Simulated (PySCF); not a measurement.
**How methods differ on the ionisation energy of P²⁺**

P²⁺ [Ne] 3s2 3p1 [3p1/2^1, M_J = 1/2] → P³⁺ [Ne] 3s2, as a difference of total energies. All numbers are calculated (PySCF 2.14, the two-component X2C-1e Hamiltonian, in x2c-SVPall-2c). Correlated levels: [Ne] frozen. "Screened" scales the spin-orbit matrix elements by Boettger's factors to mimic the two-electron term; Breit and QED terms are absent.

Task: Order these methods by the ionisation energy they give, lowest first.
A. GHF (screened spin-orbit)
B. GMP2 (screened spin-orbit)
C. GHF (spin-free)
D. GMP2 (spin-free)

Result: C (29.555 eV), A (29.602 eV), D (29.689 eV), B (29.735 eV).

Errors of the correlated levels include the incompleteness of this basis and the frozen core.

For comparison: 30.203 eV (measured; NIST Atomic Spectra Database, ionization energies).
